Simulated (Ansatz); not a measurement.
C2H6Sn, SMILES `[CH3][Sn][CH3]`. The species carries charge 0 and has multiplicity 1. Sn: def2 effective core potential. The structure was optimised at the PBE0-D4/def2-TZVP level.

```xyz
9

C    -1.486   -0.554    0.022
Sn   -0.544    1.387   -0.354
C     1.471    0.592   -0.033
H    -1.094   -1.291   -0.687
H    -2.573   -0.524   -0.061
H    -1.215   -0.899    1.026
H     1.653   -0.231   -0.731
H     2.251    1.344   -0.159
H     1.538    0.176    0.978
```

**Question.** What is the dipole moment at ωB97M-V/def2-TZVPP? (Estimate.)

**Answer.** The calculation gave: 0.16 D, with components (0.06, -0.15, 0.04) D in this frame, pointing from negative to positive charge.

**Question.** And with PBE, r2SCAN, B3LYP? (An estimate is asked.)

**Answer.** The calculation gave: PBE 0.23 D, r2SCAN 0.28 D, B3LYP 0.10 D.

**Question.** Give the Mulliken charges with ωB97M-V, r2SCAN, PBE in def2-TZVPP. (Estimate.)

**Answer.** Ansatz gave: 
| atom | ωB97M-V | r2SCAN | PBE |
| --- | --- | --- | --- |
| C1 | -0.64 | -0.51 | -0.59 |
| Sn2 | 0.52 | 0.52 | 0.53 |
| C3 | -0.64 | -0.51 | -0.59 |
| H4 | 0.13 | 0.08 | 0.10 |
| H5 | 0.13 | 0.09 | 0.11 |
| H6 | 0.13 | 0.08 | 0.10 |
| H7 | 0.13 | 0.08 | 0.10 |
| H8 | 0.13 | 0.09 | 0.11 |
| H9 | 0.13 | 0.08 | 0.10 |

B3LYP here is the variant with VWN-RPA as its local correlation; programs differ in this.
